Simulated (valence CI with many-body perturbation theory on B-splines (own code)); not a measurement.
Level structure of Sr31+

Computed by valence CI with perturbative core correlation (CI+MBPT): five valence electrons over a frozen Dirac-Fock core [He], a basis of 11 s, 11 p, 10 d, 8 f, 5 g, 2 h functions for each j, with the one-electron correlation potential Σ1, the two-electron term Σ2, the three-electron term Σ3, Breit, model QED; selected CI, second order for the rest, scaled by the run's own slope (own B-spline code, finite nucleus).

The last digits are not significant, and no measured levels were compared; by estimate large intervals hold to a few tenths of a per cent, small ones and those within an open d or f shell to about a per cent. Among the levels kept, up to 5800 cm⁻¹ of a level comes from second order outside the variational space, and about a tenth of that is noise between levels of different J, which matters for small intervals.

Levels 136 to 180 of 206, with energies above the lowest level, (2s^2 2p1/2^2 2p3/2) J=3/2. "Leading %" is the weight of the configuration and term that name the level; weights of strongly mixed levels are sums over their largest components and can fall short, so below about 35 % the name and the second component can differ from the true leading terms, or belong to a minority configuration. In the jj column 3d3/2^4 stands for four electrons in 3d with j = 3/2.

| No. | Configuration | Term | J | E (eV) | Leading % | Leading jj | g |
| --- | --- | --- | --- | --- | --- | --- | --- |
| 136 | 2s 2p3 3p | 4P | 5/2 | 2479.3 | 40 | 2s 2p1/2 2p3/2^2 3p3/2 (86 %) | 1.339 |
| 137 | 2s 2p3 3s | 2D° | 5/2 | 2480.1 | 45 | 2s 2p3/2^3 3s (76 %) | 1.397 |
| 138 | 2s 2p3 3p | 2P | 1/2 | 2480.4 | 57 | 2s 2p1/2 2p3/2^2 3p3/2 (80 %) | 0.817 |
| 139 | 2s 2p3 3d | 4G° | 9/2 | 2480.5 | 48 | 2s 2p1/2 2p3/2^2 3d5/2 (78 %) | 1.276 |
| 140 | 2s 2p3 3p | 4P | 3/2 | 2482.9 | 40 | 2s 2p1/2 2p3/2^2 3p3/2 (78 %) | 1.310 |
| 141 | 2s 2p3 3d | 2G° | 7/2 | 2485.8 | 36 | 2s 2p1/2 2p3/2^2 3d3/2 (61 %) | 1.105 |
| 142 | 2s 2p3 3p | 2P | 3/2 | 2485.8 | 31 | 2s 2p1/2 2p3/2^2 3p1/2 (66 %) | 1.266 |
| 143 | 2s 2p3 3p | 4P | 1/2 | 2486.5 | 36 | 2s 2p1/2 2p3/2^2 3p1/2 (79 %) | 1.595 |
| 144 | 2s 2p3 3p | 2F | 7/2 | 2486.9 | 58 | 2s 2p1/2 2p3/2^2 3p3/2 (80 %) | 1.238 |
| 145 | 2s 2p3 3s | 2D° | 3/2 | 2487.9 | 39 | 2s 2p3/2^3 3s (83 %) | 1.171 |
| 146 | 2s 2p3 3p | 2D | 5/2 | 2493.3 | 33 | 2s 2p1/2 2p3/2^2 3p3/2 (79 %) | 1.245 |
| 147 | 2s 2p3 3p | 2P | 1/2 | 2494.5 | 42 | 2s 2p1/2 2p3/2^2 3p3/2 (87 %) | 1.548 |
| 148 | 2s 2p3 3d | 4F° | 9/2 | 2495.1 | 76 | 2s 2p1/2 2p3/2^2 3d3/2 (50 %) | 1.284 |
| 149 | 2s 2p3 3d | 2P° | 1/2 | 2495.8 | 35 | 2s 2p1/2 2p3/2^2 3d5/2 (76 %) | 1.222 |
| 150 | 2s 2p3 3d | 4D° | 5/2 | 2496.2 | 26 | 2s 2p1/2 2p3/2^2 3d5/2 (69 %) | 1.245 |
| 151 | 2s 2p3 3p | 2D | 3/2 | 2497.2 | 45 | 2s 2p1/2 2p3/2^2 3p3/2 (80 %) | 1.127 |
| 152 | 2s 2p3 3p | 4P | 5/2 | 2497.4 | 35 | 2s 2p1/2 2p3/2^2 3p3/2 (85 %) | 1.367 |
| 153 | 2s 2p3 3d | 4G° | 11/2 | 2498.5 | 100 | 2s 2p1/2 2p3/2^2 3d5/2 (100 %) | 1.267 |
| 154 | 2s 2p3 3d | 2D° | 3/2 | 2499.7 | 26 | 2s 2p1/2 2p3/2^2 3d5/2 (77 %) | 1.277 |
| 155 | 2s 2p3 3d | 4D° | 7/2 | 2499.7 | 62 | 2s 2p1/2 2p3/2^2 3d3/2 (68 %) | 1.340 |
| 156 | 2s 2p3 3d | 2G° | 9/2 | 2502.4 | 72 | 2s 2p1/2 2p3/2^2 3d5/2 (52 %) | 1.152 |
| 157 | 2s 2p3 3d | 4D° | 5/2 | 2503.1 | 57 | 2s 2p1/2 2p3/2^2 3d3/2 (86 %) | 1.387 |
| 158 | 2s 2p3 3d | 4P° | 3/2 | 2505.9 | 48 | 2s 2p1/2 2p3/2^2 3d3/2 (96 %) | 1.611 |
| 159 | 2s 2p3 3p | 2P | 1/2 | 2506.8 | 58 | 2s 2p1/2 2p3/2^2 3p3/2 (78 %) | 1.375 |
| 160 | 2s 2p3 3p | 2P | 3/2 | 2507.5 | 34 | 2s 2p1/2 2p3/2^2 3p3/2 (77 %) | 1.271 |
| 161 | 2s 2p3 3d | 2S° | 1/2 | 2509.1 | 38 | 2s 2p1/2 2p3/2^2 3d5/2 (91 %) | 1.558 |
| 162 | 2s 2p3 3d | 2P° | 3/2 | 2515.6 | 41 | 2s 2p1/2 2p3/2^2 3d5/2 (90 %) | 1.343 |
| 163 | 2s 2p3 3d | 2F° | 7/2 | 2517.1 | 67 | 2s 2p1/2 2p3/2^2 3d5/2 (66 %) | 1.133 |
| 164 | 2s 2p3 3s | 2P° | 3/2 | 2518.2 | 54 | 2s 2p3/2^3 3s (86 %) | 1.464 |
| 165 | 2s 2p3 3d | 2D° | 5/2 | 2518.4 | 49 | 2s 2p1/2 2p3/2^2 3d5/2 (78 %) | 1.141 |
| 166 | 2s 2p3 3s | 2P° | 1/2 | 2518.8 | 55 | 2s 2p3/2^3 3s (85 %) | 1.053 |
| 167 | 2s 2p3 3d | 4F° | 3/2 | 2521.1 | 65 | 2s 2p1/2 2p3/2^2 3d3/2 (93 %) | 0.601 |
| 168 | 2s 2p3 3d | 4F° | 5/2 | 2525.5 | 42 | 2s 2p1/2 2p3/2^2 3d5/2 (60 %) | 1.119 |
| 169 | 2s 2p3 3d | 4D° | 1/2 | 2528.2 | 55 | 2s 2p1/2 2p3/2^2 3d3/2 (86 %) | 0.553 |
| 170 | 2s 2p3 3d | 4F° | 7/2 | 2530.3 | 31 | 2s 2p1/2 2p3/2^2 3d5/2 (71 %) | 1.179 |
| 171 | 2s 2p3 3d | 4D° | 5/2 | 2530.8 | 29 | 2s 2p1/2 2p3/2^2 3d5/2 (48 %) | 1.176 |
| 172 | 2s 2p3 3p | 2P | 3/2 | 2531.4 | 35 | 2s 2p3/2^3 3p1/2 (76 %) | 1.419 |
| 173 | 2s 2p3 3d | 4D° | 3/2 | 2531.7 | 43 | 2s 2p1/2 2p3/2^2 3d3/2 (82 %) | 0.985 |
| 174 | 2s 2p3 3p | 2D | 5/2 | 2533.3 | 48 | 2s 2p3/2^3 3p1/2 (78 %) | 1.132 |
| 175 | 2s 2p3 3d | 2D° | 3/2 | 2535.5 | 45 | 2s 2p1/2 2p3/2^2 3d5/2 (66 %) | 1.087 |
| 176 | 2s 2p3 3d | 2D° | 5/2 | 2536.1 | 31 | 2s 2p1/2 2p3/2^2 3d5/2 (74 %) | 1.200 |
| 177 | 2s 2p3 3d | 2F° | 7/2 | 2536.2 | 44 | 2s 2p1/2 2p3/2^2 3d3/2 (55 %) | 1.129 |
| 178 | 2s 2p3 3d | 2G° | 9/2 | 2539.6 | 60 | 2s 2p1/2 2p3/2^2 3d5/2 (78 %) | 1.181 |
| 179 | 2s 2p3 3d | 2D° | 5/2 | 2542.2 | 38 | 2s 2p1/2 2p3/2^2 3d3/2 (53 %) | 1.109 |
| 180 | 2s 2p3 3p | 2F | 7/2 | 2542.6 | 47 | 2s 2p3/2^3 3p3/2 (80 %) | 1.288 |
